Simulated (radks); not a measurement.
The numbers below are computed, except where a source is named.
Question: These are the eigenvalues of the occupied orbitals of an atom or ion with whole-number occupations (hartree). Level of theory: Dirac Kohn-Sham, PBE, spin-unpolarised, spherical densities, point nucleus (a radial shooting solver on a logarithmic mesh with Libxc functionals).

| orbital | eigenvalue |
|---|---|
| 1s1/2 | -594.1294 |
| 2s1/2 | -87.76381 |
| 2p1/2 | -80.66226 |
| 2p3/2 | -78.14311 |
| 3s1/2 | -20.27285 |
| 3p1/2 | -17.68358 |
| 3p3/2 | -17.27935 |
| 3d3/2 | -12.75154 |
| 3d5/2 | -12.67803 |

Which element is it, and in what charge state? The configuration may be excited. Open shells, if any, fill j = l - 1/2 first.

Answer: Z = 38, strontium, charge +11: Sr11+ in [Ar] 3d9. The list shows which subshells hold electrons but not how many an open one holds; the 1s level, -594.13 hartree, gives Z - s = 34.5 by -(Z - s)^2/2, which with screening and relativity narrows Z to a few neighbours, and the depths of the outer levels then fix element, charge and occupations together.
